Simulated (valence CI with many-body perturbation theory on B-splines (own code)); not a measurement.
# From CI to CI+MBPT in As¹¹⁺

Calculated by configuration interaction combined with many-body perturbation theory (CI+MBPT): four valence electrons over a frozen Dirac-Fock core [Ar], radial functions for each j: 9 s, 9 p, 10 d, 8 f, 5 g, 3 h, 1 i, with the one-electron correlation potential Σ1, the two-electron term Σ2, the three-electron term Σ3, Breit, model QED; selected CI, second order for the rest, scaled by the run's own slope (own B-spline code, finite nucleus).

No measured spectrum was set against this ion. As an estimate, terms of the open shell hold to 2 to 4 % of their energy, and close levels can change places. Core correlation moves these levels by up to 6200 cm⁻¹, and in measured spectra 5 to 20 % of such shifts remained as error; rates that hang on mixing are uncertain with them. Only levels of the ground parity were solved; by the run's estimate the other parity begins above the list, which can be wrong where configurations are misplaced.

Each rung adds one term. CI alone is the Dirac-Coulomb CI over the frozen core; QED comes last and gives the full result, which names the levels. Energies are above 3d⁴ ⁵D_0 on the same rung, in eV.

Names give the largest LS component (configuration and term), which can be under half, so a name can repeat, a term be missing and a line seem to break the LS rules; names also repeat where a configuration has a term twice. Letters in brackets count levels of one name in rising energy.

```
       Level  CI alone    + Σ1    + Σ2    + Σ3  + Breit    Full
    3d⁴ ⁵D_1     0.140   0.145   0.155   0.156    0.140   0.140
    3d⁴ ⁵D_2     0.379   0.392   0.413   0.415    0.371   0.373
    3d⁴ ⁵D_3     0.681   0.702   0.736   0.740    0.661   0.664
    3d⁴ ⁵D_4     1.025   1.054   1.101   1.104    0.982   0.986
3d⁴ ³P_0 [a]     5.426   5.442   5.316   5.284    5.312   5.311
    3d⁴ ³H_4     5.856   5.886   5.807   5.753    5.700   5.701
    3d⁴ ³H_5     6.191   6.234   6.179   6.134    6.025   6.028
3d⁴ ³P_1 [a]     6.148   6.185   6.081   6.086    6.060   6.062
    3d⁴ ³H_6     6.464   6.515   6.482   6.438    6.271   6.275
3d⁴ ³F_3 [a]     6.669   6.707   6.562   6.492    6.442   6.443
3d⁴ ³F_2 [a]     6.705   6.747   6.631   6.568    6.513   6.516
3d⁴ ³F_4 [a]     6.860   6.908   6.796   6.733    6.642   6.645
3d⁴ ³P_2 [a]     7.156   7.218   7.128   7.137    7.037   7.042
    3d⁴ ³G_3     7.642   7.700   7.536   7.465    7.377   7.381
    3d⁴ ³G_4     7.810   7.867   7.694   7.595    7.480   7.483
    3d⁴ ³G_5     8.044   8.111   7.956   7.872    7.713   7.718
    3d⁴ ³D_3     9.450   9.508   9.096   8.954    8.878   8.881
    3d⁴ ³D_2     9.506   9.565   9.182   9.056    8.979   8.983
    3d⁴ ¹I_6     9.253   9.319   9.261   9.150    8.985   8.990
    3d⁴ ³D_1     9.690   9.757   9.367   9.217    9.148   9.152
3d⁴ ¹G_4 [a]     9.745   9.825   9.758   9.460    9.323   9.329
3d⁴ ¹S_0 [a]    10.826  10.902  10.721  10.160   10.076  10.081
3d⁴ ¹D_2 [a]    11.502  11.581  11.218  11.401   11.314  11.319
    3d⁴ ¹F_3    13.111  13.189  12.661  12.670   12.581  12.584
3d⁴ ³P_2 [b]    15.079  15.160  14.614  14.653   14.595  14.597
3d⁴ ³F_4 [b]    15.254  15.341  14.960  14.957   14.865  14.869
3d⁴ ³F_2 [b]    15.367  15.459  15.048  15.046   14.969  14.973
3d⁴ ³F_3 [b]    15.459  15.555  15.159  15.160   15.066  15.071
3d⁴ ³P_1 [b]    15.788  15.888  15.353  15.398   15.325  15.331
3d⁴ ³P_0 [b]    16.153  16.263  15.740  15.780   15.685  15.691
3d⁴ ¹G_4 [b]    17.373  17.473  17.015  17.051   16.942  16.947
```

(1) How does the ionisation energy move along the ladder, and which term matters most?

## Answers

(1) CI alone 325.58, + Σ1 327.79, + Σ2 333.37, + Σ3 333.38, + Breit 333.34, + QED 333.35 eV. The largest step is Σ2, 5.58 eV. NIST lists 333 ± 2.5 eV (theoretical).
